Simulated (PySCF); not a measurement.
Identify the unknown among the candidates.

All candidates are C7H7OP.

- Dipole: 1.86 D [PBE0/def2-SVPD]
- Polarisability: 110.2 au [PBE0/def2-SVPD]
- UV, first state: lowest singlet excitation: 5.20 eV (238 nm, f = 0.025) [TDDFT PBE0/def2-SVPD]
- NMR, other nuclei: isotropic shieldings of nuclei other than C and H, by class: 19 (1 O), 457 (1 P) ppm [GIAO PBE0/pcSseg-1]
- Rotational structure: rotational constants A, B, C: 2.608, 0.764, 0.675 GHz [GFN2-xTB]
- UV, strongest line: among the 8 lowest singlet transitions: S3 at 5.56 eV (223 nm, f = 0.196) [TDDFT PBE0/def2-SVPD]
- 13C NMR: chemical shifts (computed TMS as zero) by class: 154.4 (1 C), 151.7 (1 C), 123.5 (1 C), 117.8 (1 C), 109.8 (1 C), 77.0 (1 C), 6.1 (1 C) ppm [GIAO PBE0/pcSseg-1]

Electronic properties: PySCF, gas phase, density fitting. Levels stand in brackets. One conformer (not necessarily the lowest) at the GFN2-xTB geometry, without solvent, vibrations or thermal averaging. NMR classes are plain means over equivalent atoms (diastereotopic ones count apart unless rotation or inversion swaps them), as if these changed places fast.

Task: Which candidate is it?
A. `C#CP(C)c1ccoc1`
B. `CC#CPc1ccco1`
C. `C#CP1(=O)C=CCC=C1`
D. `C#CCPc1ccco1`

Result: B. It is `CC#CPc1ccco1`. Numbering: `[CH3:1][C:2]#[C:3][PH:4][c:5]1[cH:6][cH:7][cH:8][o:9]1`. 7 carbons fall into 7 classes; from least to most shielded: substituted aromatic carbon [C5] (154.4 ppm), aromatic CH next to a ring oxygen [C8] (151.7 ppm), aromatic CH carbon [C6] (123.5 ppm), aromatic CH carbon [C7] (117.8 ppm), alkyne carbon [C2] (109.8 ppm), alkyne carbon [C3] (77.0 ppm), propargylic carbon [C1] (6.1 ppm). The other shieldings belong to: 19 ppm, furan-type oxygen [O9]; 457 ppm, phosphine phosphorus [P4]. The optimised geometry has point group C1 and is an asymmetric top.

The others, at the same levels:
- `C#CP1(=O)C=CCC=C1` fails: it has 5 carbon classes against 7; its computed 13C shifts are 152.2 (2 C), 138.1 (2 C), 92.2 (1 C), 84.9 (1 C), 33.5 (1 C) ppm, rotational constant A is 1.968 GHz (against 2.608 GHz) and smallest rotational constant is 1.186 GHz (against 0.675 GHz).
- `C#CP(C)c1ccoc1` fails: its computed 13C shifts are 147.6 (1 C), 146.0 (1 C), 131.1 (1 C), 120.9 (1 C), 100.2 (1 C), 91.1 (1 C), 18.3 (1 C) ppm, strongest line among the 8 lowest singlet transitions is S5 at 6.19 eV (200 nm, f = 0.094) (against S3 at 5.56 eV) and static isotropic polarisability is 105.2 au (against 110.2 au).
- `C#CCPc1ccco1` fails: its computed 13C shifts are 155.3 (1 C), 151.8 (1 C), 126.5 (1 C), 117.4 (1 C), 86.4 (1 C), 79.2 (1 C), 16.4 (1 C) ppm, rotational constant A is 2.197 GHz (against 2.608 GHz) and smallest rotational constant is 0.918 GHz (against 0.675 GHz).

Each candidate is one conformer, not necessarily the lowest. The conformers computed, where there is a choice (atom-mapped SMILES and torsion angles):
- `[CH3:1][C:2]#[C:3][PH:4][c:5]1[cH:6][cH:7][cH:8][o:9]1`: C3–P4–C5–C6 -101°
- `[CH:1]#[C:2][P:3]([CH3:4])[c:5]1[cH:6][cH:7][o:8][cH:9]1`: C2–P3–C5–C6 -43°
- `[CH:1]#[C:2][CH2:3][PH:4][c:5]1[cH:6][cH:7][cH:8][o:9]1`: C2–C3–P4–C5 -49°, C3–P4–C5–C6 110°
